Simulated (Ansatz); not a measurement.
Abridged output of a molecular run in Ansatz:

```
Functional definition: HF
1524 factors; integrals over basis functions are off by at most 9.1e-4 eV
mean field evaluation 1: about -80637.6623 eV, gradient 2.9e1 eV
mean field evaluation 2: about -80637.9335 eV, gradient 2.9e1 eV
mean field evaluation 4: about -80640.5301 eV, gradient 4.0e0 eV
mean field evaluation 8: about -80640.6018 eV, gradient 3.6e-1 eV
mean field evaluation 16: about -80640.6026 eV, gradient 1.4e-6 eV
mean field -80640.60264922 eV, -2963.4874871952 hartree, gradient 1.4e-6 eV, S^2 0.000000; 0 other end points of the search recorded, 0 dependent functions left out
21 core orbitals not correlated: weight in the atoms' cores, before any rotation towards them, 1.000 or more for the frozen orbitals, at most 0.000 for the correlated occupied ones
reference -80640.60264922 eV, -2963.4874871952 hartree; 20, 20 occupied and 209, 209 virtual orbitals, 1524 factors
second order -26.44700569 eV of doubles, -0.00000000 eV of singles
cycle   1  -26.72851963 eV  change   -2.8e-1 eV  update   1.2e-1
cycle   2  -27.45189351 eV  change   -7.2e-1 eV  update   3.5e-2
cycle   3  -27.58480353 eV  change   -1.3e-1 eV  update   1.8e-2
cycle   4  -27.56969880 eV  change    1.5e-2 eV  update   4.6e-3
cycle   5  -27.56623970 eV  change    3.5e-3 eV  update   2.2e-3
cycle   6  -27.56717017 eV  change   -9.3e-4 eV  update   7.2e-4
cycle   7  -27.56692835 eV  change    2.4e-4 eV  update   3.0e-4
cycle   8  -27.56682183 eV  change    1.1e-4 eV  update   1.1e-4
cycle   9  -27.56687466 eV  change   -5.3e-5 eV  update   4.4e-5
cycle  10  -27.56689037 eV  change   -1.6e-5 eV  update   1.7e-5
perturbative correction -1.12031484 eV, -0.0411708112 hartree
Total energy: -80669.28985444 eV, -2964.5417225421 hartree
```

Its atoms:

Cartesian coordinates in Å:
```
F 0.3385 0.1616 2.1934
C 0.3915 0.3899 0.8449
Si 0.8243 -0.9377 -0.4505
Ge -1.1325 0.3210 -0.4431
Cl -1.4590 2.1816 -1.4711
H 0.9232 1.3242 0.6310
H 0.5265 -2.3216 -0.0095
H 2.0659 -0.8338 -1.2553
H -2.4783 -0.2852 -0.0397
```

(1) Which basis set was used?
A. def2-QZVPP
B. def2-SVP
C. def2-TZVPP
D. cc-pV(D+d)Z

(2) Write the keys of the input that set method, charge and spin (a neutral closed shell needs none for the last two).

## Answers

(1) C. It gives 250 functions.

(2) 
```yaml
correlation: {method: ccsd_t}
```
